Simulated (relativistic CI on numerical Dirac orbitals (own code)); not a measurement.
**Au²⁺: resonant inelastic scattering at the O2,3 edge**

Computed with this model: Dirac-Coulomb-Breit CI, orbitals from a KLI potential per configuration, a model potential for QED, valence Slater integrals scaled by 0.9, Kramers-Heisenberg scattering through one core-hole configuration in a parametric crystal field; configurations [Xe] 4f14 5d9 → [Kr] 4d10 4f14 5s2 5p5 5d10; 300 K; core-hole width 1 eV; summed over polarisations. Incident energies are the highest absorption maxima for each field (at most a few, so the weaker spin-orbit partner edge can be absent), on the computed scale of the free ion. Intensities are in per cent of the strongest line above 0.02 eV; levels within 1 cm⁻¹ are merged; final levels count from the ground level, the first row holds all elastic scattering, lines under 0.4 are left out and each table stops after 24 rows. The scale of the Slater integrals is a model choice and moves the terms in proportion.

Field parameters in Wybourne normalisation: Oh B⁴₀ = 21Dq, B⁴₄ = √(5/14) B⁴₀. The field is a parameter set, without covalency.

S is read from ⟨S²⟩ = S(S + 1).

Oh, 10Dq = 5500 cm⁻¹:

| Final level (eV) | Degeneracy | Irrep | S | 56.5 eV |
| --- | --- | --- | --- | --- |
| 0.000 | 4 | Γ8 | 0.50 | 193.8 |
| 0.475 | 2 | Γ7 | 0.50 | 100.0 |
| 1.769 | 4 | Γ8 | 0.50 | 39.9 |

Oh, 10Dq = 12450 cm⁻¹:

```json
{"Final level (eV)": "0.000", "Degeneracy": "4", "Irrep": "Γ8", "S": "0.50", "56.9 eV": "180.7"}
{"Final level (eV)": "1.200", "Degeneracy": "2", "Irrep": "Γ7", "S": "0.50", "56.9 eV": "100.0"}
{"Final level (eV)": "2.359", "Degeneracy": "4", "Irrep": "Γ8", "S": "0.50", "56.9 eV": "53.1"}
```

For the first field the strongest loss at the lowest incident energy is the level at 0.47 eV (S = 0.50, against 0.50 in the thermal ground state).
